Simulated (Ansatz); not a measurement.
## Pulling the pair apart

The pair of Cu⁺ (SMILES [Cu+], atom 1) and SO2 (SMILES O=S=O, atoms 2–4), both closed shells, in one local arrangement (a lower one may exist), relaxed at PBE0-D4/def2-TZVP:

```csv
atom,x (Å),y (Å),z (Å)
Cu1,-0.7864,-0.5261,-1.8660
O2,-0.5053,0.4755,1.5500
S3,0.7080,0.2306,0.8588
O4,0.5837,-0.1800,-0.5428
```

SO2 is shifted rigidly along the line between the mean atom positions of the two fragments (negative: closer). Counterpoise interaction energies in kcal/mol. Ansatz 0.2.0; basis: def2-TZVPPD; cores frozen in the correlated methods. The 3s and 3p shells of Cu and Zn are frozen; filled d shells are correlated.

```
shift (Å)     MP2      HF  r2SCAN-D4
    -0.19  -25.86  -14.64     -38.65
    -0.10  -29.10  -20.86     -40.64
     0.00  -30.10  -24.15     -40.45
     0.10  -29.73  -25.52     -38.99
     0.23  -27.94  -25.48     -35.87
     0.48  -23.23  -22.69     -29.17
     0.97  -15.17  -16.12     -18.51
     1.94   -7.31   -8.58      -8.18
```

Problem. What does CCSD(T) give at these shifts? (An estimate is asked for; the value comes from the calculation.)

Solution. The calculation gives: -24.40, -28.36, -29.88, -29.86, -28.37, -23.85, -15.71, -7.60 kcal/mol. For zero shift, CCSD(T) at an estimated basis limit (MP2 extrapolated from triple and quadruple zeta, plus CCSD(T) − MP2 in triple zeta) gives -33.00 kcal/mol. These are counterpoise interaction energies, counted from the two frozen fragments.

No T1 diagnostic of these runs exceeds 0.025. The restricted Hartree–Fock reference is unstable towards an unrestricted one here.

For scale, one of the runs: CCSD(T)/def2-TZVPPD, 198 basis functions, launched by `ansatz run in.yaml --threads 4 --pin off --events-out ev --progress --plain --max-ram 9574MiB`. The run took 23 s on 4 CPU threads of an Arm Neoverse V1 (shared host), with 1.6 GiB of host memory at its peak.
